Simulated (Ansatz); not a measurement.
C2H9NSi2 (SMILES CN(C)[Si][SiH3]), singlet, at a GFN2-xTB geometry; CASSCF(6,4)/STO-3G (Ansatz, a quantum-chemistry and plane-wave program).

Ansatz was given this input:
Ansatz 0.2 input:
```yaml
crystal:
  periodic: [false, false, false]
  atoms:
    - {symbol: Si, position_ang: [0.75647005, 0.49251163, 0.47858185]}
    - {symbol: N, position_ang: [0.33205692, -1.09060619, -0.04607314]}
    - {symbol: C, position_ang: [1.23084019, -2.18968198, 0.19240963]}
    - {symbol: C, position_ang: [-0.86100279, -1.51982119, -0.73274063]}
    - {symbol: H, position_ang: [0.74915489, -2.95920459, 0.80586803]}
    - {symbol: H, position_ang: [1.53595186, -2.65383393, -0.75204092]}
    - {symbol: H, position_ang: [2.11718466, -1.83230464, 0.71009437]}
    - {symbol: H, position_ang: [-0.60659770, -1.96962354, -1.69973293]}
    - {symbol: H, position_ang: [-1.39319625, -2.27491720, -0.14221686]}
    - {symbol: H, position_ang: [-1.52722117, -0.67840326, -0.90427457]}
    - {symbol: Si, position_ang: [-0.88751545, 1.98497574, -0.05914408]}
    - {symbol: H, position_ang: [-1.21085663, 2.62391236, 1.23187940]}
    - {symbol: H, position_ang: [-2.20021909, 1.92408532, -0.73403936]}
    - {symbol: H, position_ang: [-0.17298791, 3.02672868, -0.82316788]}
basis:
  gaussian:
    orbitals: STO-3G
hamiltonian:
  xc: hf
magnetization: {spin_polarized: false}
correlation: {active_space: {window: {electrons: 6, orbitals: 4}}}
```

Output, abridged:

```
Functional definition: HF
529 factors; integrals over basis functions are off by at most 4.7e-5 eV
mean field evaluation 1: about -19181.8950 eV, gradient 1.5e1 eV
mean field evaluation 2: about -19182.1341 eV, gradient 1.5e1 eV
mean field evaluation 4: about -19183.1093 eV, gradient 1.7e0 eV
mean field evaluation 8: about -19183.1220 eV, gradient 2.0e-2 eV
mean field -19183.12202073 eV, -704.9667314747 hartree, gradient 2.0e-6 eV, S^2 0.000000; 0 other end points of the search recorded, 0 dependent functions left out
reference -19183.12202073 eV, -704.9667314747 hartree; 28, 28 occupied and 14, 14 virtual orbitals, 529 factors
state -19183.53781126 eV, -704.9820114948 hartree
Total energy: -19183.53781126 eV, -704.9820114948 hartree
```
